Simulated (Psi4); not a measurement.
silacyclobutane (C₃H₈Si), singlet, geometry from GFN2-xTB; B3LYP/6-31G** run with Psi4.

Input for Psi4:
```
memory 2 GB

molecule mol {
0 1
  C     0.940169    0.398054    0.937563
  C     0.999303   -0.746269   -0.095919
  Si   -0.778820   -0.361444   -0.683195
  C    -0.384486    1.070573    0.520355
  H     1.797585    1.068609    0.885947
  H     0.880944    0.008491    1.953051
  H     1.768052   -0.579485   -0.848033
  H     1.188862   -1.722218    0.345160
  H    -1.810680   -1.298942   -0.236303
  H    -0.962719   -0.022653   -2.094919
  H    -0.221265    2.032382    0.037914
  H    -1.067220    1.239897    1.349911
}

set basis 6-31g**
set reference rks
set df_basis_scf cc-pvtz-jkfit

energy('b3lyp')
print_variables()
```

It wrote (shortened):

```
   => Loading Basis Set <=

    Name: 6-31G**
    Role: ORBITAL
    Keyword: BASIS

         ---------------------------------------------------------
                                   SCF
               by Justin Turney, Rob Parrish, Andy Simmonett
                          and Daniel G. A. Smith
                              RKS Reference
         ---------------------------------------------------------

  ==> Geometry <==

    Molecular point group: c1
    Full point group: C1

    Geometry (in Angstrom), charge = 0, multiplicity = 1:

       Center              X                  Y                   Z               Mass
    ------------   -----------------  -----------------  -----------------  -----------------
         C            0.961591763898     0.407937929821     0.956525953300    12.000000000000
         C            1.020725763898    -0.736385070179    -0.076956046700    12.000000000000
         SI          -0.757397236102    -0.351560070179    -0.664232046700    27.976926534650
         C           -0.363063236102     1.080456929821     0.539317953300    12.000000000000
         H            1.819007763898     1.078492929821     0.904909953300     1.007825032230
         H            0.902366763898     0.018374929821     1.972013953300     1.007825032230
         H            1.789474763898    -0.569601070179    -0.829070046700     1.007825032230
         H            1.210284763898    -1.712334070179     0.364122953300     1.007825032230
         H           -1.789257236102    -1.289058070179    -0.217340046700     1.007825032230
         H           -0.941296236102    -0.012769070179    -2.075956046700     1.007825032230
         H           -0.199842236102     2.042265929821     0.056876953300     1.007825032230
         H           -1.045797236102     1.249780929821     1.368873953300     1.007825032230

  Running in c1 symmetry.

  Rotational constants: A =      0.30819  B =      0.19816  C =      0.13577 [cm^-1]
  Rotational constants: A =   9239.33338  B =   5940.75874  C =   4070.29780 [MHz]
  Nuclear repulsion =  167.706755315525896

  Charge       = 0
  Multiplicity = 1
  Electrons    = 40
  Nalpha       = 20
  Nbeta        = 20

  ==> Algorithm <==

  SCF Algorithm Type is DF.
  DIIS enabled.
  MOM disabled.
  Fractional occupation disabled.
  Guess Type is SAD.
  Energy threshold   = 1.00e-06
  Density threshold  = 1.00e-06
  Integral threshold = 1.00e-12

  ==> Primary Basis <==

  Basis Set: 6-31G**
    Blend: 6-31G**
    Number of shells: 50
    Number of basis functions: 104
    Number of Cartesian functions: 104
    Spherical Harmonics?: false
    Max angular momentum: 2

  ==> DFT Potential <==

   => LibXC <=

    Version 7.1.2
    S. Lehtola, C. Steigemann, M. J. T. Oliveira, and M. A. L. Marques,  SoftwareX 7, 1–5 (2018) (10.1016/j.softx.2017.11.002)

   => Composite Functional: B3LYP <=

    B3LYP Hyb-GGA Exchange-Correlation Functional

    P. J. Stephens, F. J. Devlin, C. F. Chabalowski, and M. J. Frisch,  J. Phys. Chem. 98, 11623 (1994) (10.1021/j100096a001)

    Deriv               =              1
    GGA                 =           TRUE
    Meta                =          FALSE

    Exchange Hybrid     =           TRUE
    MP2 Hybrid          =          FALSE

   => Exchange Functionals <=

    0.0800   Slater exchange
    0.7200         Becke 88

   => Exact (HF) Exchange <=

    0.2000               HF

   => Correlation Functionals <=

    0.1900   Vosko, Wilk & Nusair (VWN5_RPA)
    0.8100   Lee, Yang & Parr

   => LibXC Density Thresholds  <==

    XC_HYB_GGA_XC_B3LYP:  1.00E-15

   => Molecular Quadrature <=

    Radial Scheme          =       TREUTLER
    Pruning Scheme         =           NONE
    Nuclear Scheme         =       TREUTLER

    Blocking Scheme        =         OCTREE
    BS radius alpha        =              1
    Pruning alpha          =              1
    Radial Points          =             75
    Spherical Points       =            302
[...]
    Role: JKFIT
    Keyword: DF_BASIS_SCF

  ==> Integral Setup <==

  SCF_SUBTYPE=INCORE selected. In-core MEM_DF algorithm will be used.
  Using in-core AOs.

  ==> MemDFJK: Density-Fitted J/K Matrices <==

    J tasked:                   Yes
    K tasked:                   Yes
    wK tasked:                   No
    Algorithm:                 Core
    Schwarz Cutoff:           1E-12
    Mask sparsity (%):       1.1280
    Fitting Condition:        1E-10

   => Auxiliary Basis Set <=

  Basis Set: CC-PVTZ-JKFIT
    Blend: CC-PVTZ-JKFIT
    Number of shells: 192
    Number of basis functions: 713
    Number of Cartesian functions: 713
    Spherical Harmonics?: false
    Max angular momentum: 4

  Minimum eigenvalue in the overlap matrix is 4.7900200806E-03.
  Reciprocal condition number of the overlap matrix is 6.2883552808E-04.
    Using symmetric orthogonalization.

  ==> Pre-Iterations <==

  SCF Guess: Superposition of Atomic Densities via on-the-fly atomic UHF (no occupation information).

   -------------------------
    Irrep   Nso     Nmo
   -------------------------
     A        104     104
   -------------------------
    Total     104     104
   -------------------------

  ==> Iterations <==

                           Total Energy        Delta E     RMS |[F,P]|

   @DF-RKS iter SAD:  -408.14135514615850   -4.08141e+02   0.00000e+00
   @DF-RKS iter   1:  -408.22318766595652   -8.18325e-02   8.09822e-03 DIIS/ADIIS
   @DF-RKS iter   2:  -407.77908270660663    4.44105e-01   1.13891e-02 DIIS/ADIIS
   @DF-RKS iter   3:  -408.60949789073459   -8.30415e-01   6.19513e-04 DIIS/ADIIS
   @DF-RKS iter   4:  -408.61231568663629   -2.81780e-03   1.43425e-04 DIIS/ADIIS
   @DF-RKS iter   5:  -408.61247281423238   -1.57128e-04   3.97330e-05 DIIS
   @DF-RKS iter   6:  -408.61248365834291   -1.08441e-05   6.35649e-06 DIIS
   @DF-RKS iter   7:  -408.61248389240444   -2.34062e-07   1.43748e-06 DIIS
   @DF-RKS iter   8:  -408.61248390216144   -9.75700e-09   6.60051e-07 DIIS
  Energy and wave function converged.

  ==> Post-Iterations <==

   Electrons on quadrature grid:
      Ntotal   =   40.0000257146 ; deviation = 2.571e-05

    Orbital Energies [Eh]
    ---------------------

    Doubly Occupied:

[...]
    Virtual:

[...]
    Final Occupation by Irrep:
              A
    DOCC [    20 ]
    NA   [    20 ]
    NB   [    20 ]

  @DF-RKS Final Energy:  -408.61248390216144

   => Energetics <=

    Nuclear Repulsion Energy =            167.7067553155258963
    One-Electron Energy =                -893.1542778209175140
    Two-Electron Energy =                 349.3429486662989234
    DFT Exchange-Correlation Energy =     -32.5079100630687634
    Empirical Dispersion Energy =           0.0000000000000000
    VV10 Nonlocal Energy =                  0.0000000000000000
    Total Energy =                       -408.6124839021614434

Computation Completed

Properties will be evaluated at   0.000000,   0.000000,   0.000000 [a0]

Properties computed using the SCF density matrix

 Multipole Moments:

 ------------------------------------------------------------------------------------
     Multipole            Electronic (a.u.)      Nuclear  (a.u.)        Total (a.u.)
 ------------------------------------------------------------------------------------

 L = 1.  Multiply by 2.5417464519 to convert [e a0] to [Debye]
 Dipole X            :         -1.5285498            1.6193168            0.0907671
 Dipole Y            :         -0.6982352            0.7471414            0.0489062
 Dipole Z            :         -1.3737444            1.4333764            0.0596320
 Magnitude           :                                                    0.1191069

 ------------------------------------------------------------------------------------

  Variable Map:
  ----------------------------------------------------------------------------
[...]
  Array Variable Map:
  ----------------------------------------------------------------------------
[...]
[...]
```
